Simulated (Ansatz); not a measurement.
BH3 (SMILES B) moved off its minimum; all values from Ansatz (an electronic-structure program), cores frozen in correlated methods.
(charge 0, multiplicity 1)
```xyz
4

B     -0.03146    -0.15262     0.08313
H     -1.18520    -0.12487    -0.30459
H      0.48124    -0.61934     0.97637
H      0.64283     0.66500    -0.69790
```

Forces at r2SCAN/def2-TZVPP (eV/Å):

```csv
atom,Fx,Fy,Fz
B1,-0.166,2.955,-3.194
H2,0.413,-0.602,0.659
H3,0.430,-0.925,1.221
H4,-0.676,-1.428,1.314
```

Question: Give the forces (eV/Å), the total energy and the dipole at CCSD(T)/aug-cc-pVTZ.

Answer: 
| atom | Fx | Fy | Fz |
|---|---|---|---|
| B1 | -0.140 | 2.997 | -3.238 |
| H2 | 0.391 | -0.624 | 0.680 |
| H3 | 0.416 | -0.943 | 1.241 |
| H4 | -0.667 | -1.430 | 1.317 |
Energy -26.5273 hartree, dipole 0.37 D.
